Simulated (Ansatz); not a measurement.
GeH₇NSi, SMILES [GeH3][SiH2]N.

Geometry: PBE0-D3(BJ)/def2-SVP. The structure was generated by enumeration, and PubChem lists no compound with its InChIKey, so it may never have been made. One conformer was computed; it need not be the lowest.

Two levels are set side by side: PBE/def2-SVPD (Ansatz, a quantum-chemistry and plane-wave program) and PBE0/def2-SVPD (Ansatz). Energy differences of separate SCF runs at the same geometry; the states with an electron removed or added have multiplicity 2 and 2. Differences are taken from unrounded values.

```
quantity                           PBE0
---------------------------------  ----
vertical ionisation energy (eV)    9.00
vertical singlet–triplet gap (eV)  5.15
```

Q: What does PBE give, and how far is it from PBE0? (An estimate is asked for; the answer gives what the named calculation found.)

A: 
```
quantity                            PBE  PBE minus PBE0
---------------------------------  ----  --------------
vertical ionisation energy (eV)    8.77           -0.23
vertical singlet–triplet gap (eV)  4.80           -0.35
```
